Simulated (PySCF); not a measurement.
Simulated absorption spectrum

Species: Ge(NCS)Cl3, CCl₃GeNS.
Cartesian coordinates in Å at the PBE0-D3(BJ)/def2-SVP level; atoms count from 1:
```
atom  x, y, z in Å
Ge1   -0.017   -0.019   -1.041
N2    -0.001    0.070    0.740
C3     0.052    0.028    1.936
S4     0.118   -0.020    3.501
Cl5    1.984   -0.044   -1.745
Cl6   -1.017    1.678   -1.829
Cl7   -1.026   -1.793   -1.630
```

Method: TDDFT B3LYP/def2-SVPD, vertical, gas phase, core orbitals frozen in the response (PySCF). The geometry optimisation had not met its thresholds, so the values belong to a structure short of the stationary point. Relativistic effects, spin–orbit coupling among them, are left out although an element past zinc is present.

Computed states:

```tsv
state	E (eV)	f
S1	4.63	0.0016
S2	4.65	0.0027
S3	4.88	0.0001
S4	5.04	0.0002
S5	5.04	0.0005
S6	5.87	0.0000
S7	6.20	0.022
S8	6.21	0.024
S9	6.57	0.028
S10	6.59	0.033
S11	6.61	0.302
S12	6.72	0.924
S13	6.87	0.018
S14	6.88	0.019
S15	7.14	0.0070
```

Broadening: Gaussians 0.3 eV wide at half height, area fixed by f = 4.319×10⁻⁹ ∫ε dν̃. The width is an assumption, not a result. The curve ends short of the highest state used, and states not computed would add to its high-energy end.

Problem. Give the broadened spectrum and its maxima.

Solution. 
λ (nm), ε (L mol⁻¹ cm⁻¹) and a bar:
```
    189.7      58494 ##############################
    191.6      32196 #################
    193.6      14873 ########
    195.5       7443 ####
    197.5       5057 ###
    199.4       4549 ##
    201.4       3940 ##
    203.3       2929 ##
    205.3       1761 #
    207.2        904 
    209.2        372 
    211.1        136 
    213.1         40 
    215.0         11 
    217.0          2 
    218.9          0 
    220.9          0 
    222.8          0 
    224.7          0 
    226.7          0 
    228.6          1 
    230.6          2 
    232.5          5 
    234.5         10 
    236.4         18 
    238.4         29 
    240.3         41 
    242.3         54 
    244.2         63 
    246.2         69 
    248.1         72 
    250.1         75 
    252.0         84 
    254.0        103 
    255.9        135 
    257.9        184 
    259.8        240 
    261.8        301 
    263.7        349 
    265.7        382 
    267.6        388 
    269.6        368 
    271.5        328 
    273.5        273 
    275.4        216 
    277.4        159 
    279.3        112 
    281.3         74 
    283.2         47 
    285.2         28 
    287.1         16 
    289.1          9 
    291.0          5 
    293.0          2 
    294.9          1 
    296.9          1
```

Maxima: 267 nm (4.64 eV), ε about 390, made up of S1 (36%) and S2 (64%) (ε in L mol⁻¹ cm⁻¹; maxima over ε = 5, shares over 10%). At its high-energy end, 6.54 eV, the curve is still rising (ε about 60000, from S11 and S12).

Problem. What would ε be at 4.64 eV, the highest of these maxima, with half the width (0.15 eV)?

Solution. About 765 L mol⁻¹ cm⁻¹ against 389, a factor of about 1.97; a lone state at its own centre would give exactly 2.

Problem. On this curve, what absorbance would a 10⁻⁵ mol/L sample give at 254 nm over a 1 cm path?

Solution. 254 nm is 4.881 eV, where ε is about 100 L mol⁻¹ cm⁻¹, so A = ε c l ≈ 0.001 (Beer–Lambert, with the gas-phase spectrum and the assumed width).

Problem. Coming from long wavelengths, where does ε first pass 100 L mol⁻¹ cm⁻¹?

Solution. At about 280 nm (4.43 eV), 0.20 eV below S1.
